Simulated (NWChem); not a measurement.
Species: CrO₂BrF; SMILES [O]=[Cr]([Br])(=[O])[F]

Program: NWChem. Pople sets run with spherical d functions. All runs use the structure optimised with PBE0/def2-SVP. Level MN15/6-31G*: energy and gradient on several grids; changes count from the extra-fine grid, which is no exact limit either.

Which is the coarsest grid (coarse; fine; medium; xfine; xcoarse) from which on the energy stays within 100 μHa and each gradient component within 200 μHa/bohr of xfine?

medium.
```
grid     size of the energy change (μHa)  largest change of a gradient component (μHa/bohr)
-------  -------------------------------  -------------------------------------------------
xcoarse                            30000                                               5000
coarse                               500                                                400
medium                              < 10                                               < 30
fine                                < 10                                               < 30
xfine                               < 10                                               < 30
```
